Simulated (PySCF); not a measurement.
CH₄N₂O₂Si, SMILES N#CO[Si@@H](N)O. Atoms are numbered in the order given.

```xyz
10

N      2.6202    -0.9898    -0.3185
C      1.7809    -0.1750    -0.2904
O      0.8459     0.7000    -0.2530
Si    -0.7313     0.3296     0.4201
N     -1.9778     0.9541    -0.5336
O     -0.7967    -1.3161     0.4260
H     -0.7232     1.0085     1.7263
H     -2.2487     0.5590    -1.4293
H     -2.3982     1.8605    -0.3549
H      0.0330    -1.8145     0.4995
```
Charge 0, spin multiplicity 1.

Coordinates come from a TPSSh-D3(BJ)/def2-SVP optimisation. The structure was generated by enumeration; whether it is a known compound was not checked. The values are those of a single conformer.

Two levels are set side by side: PBE/pcSseg-1 (PySCF) and HF/pcSseg-1 (PySCF). GIAO shifts against H2O (¹⁷O), NH3 (¹⁵N), TMS (²⁹Si), TMS (¹H), TMS (¹³C) at the same level; non-relativistic, no solvent, atoms listed together averaged. Differences are taken from unrounded values.

| quantity | PBE |
|---|---|
| δ(¹⁵N) of N1 (ppm) | 186.1 |
| δ(¹³C) of C2 (ppm) | 114.3 |
| δ(¹⁷O) of O3 (ppm) | 107.3 |
| δ(²⁹Si) of Si4 (ppm) | -40.2 |
| δ(¹⁵N) of N5 (ppm) | 41.9 |
| δ(¹⁷O) of O6 (ppm) | 53.2 |
| δ(¹H) of H7 (ppm) | 5.15 |
| δ(¹H) of H8, H9 (ppm) | 1.76 |
| δ(¹H) of H10 (ppm) | 3.51 |

Problem. These are the PBE values. What does HF give? (An estimate is asked for; the answer gives what the named calculation found.)

Solution. 
```csv
quantity,HF,PBE minus HF
δ(¹⁵N) of N1 (ppm),191.3,-5.2
δ(¹³C) of C2 (ppm),124.8,-10.5
δ(¹⁷O) of O3 (ppm),63.0,44.3
δ(²⁹Si) of Si4 (ppm),-44.1,3.9
δ(¹⁵N) of N5 (ppm),25.8,16.1
δ(¹⁷O) of O6 (ppm),27.0,26.2
δ(¹H) of H7 (ppm),4.34,0.80
"δ(¹H) of H8, H9 (ppm)",2.01,-0.25
δ(¹H) of H10 (ppm),3.85,-0.34
```

Rough cost on one machine, each run with all the roots and properties that it gave: HF against PBE within a factor of 2.
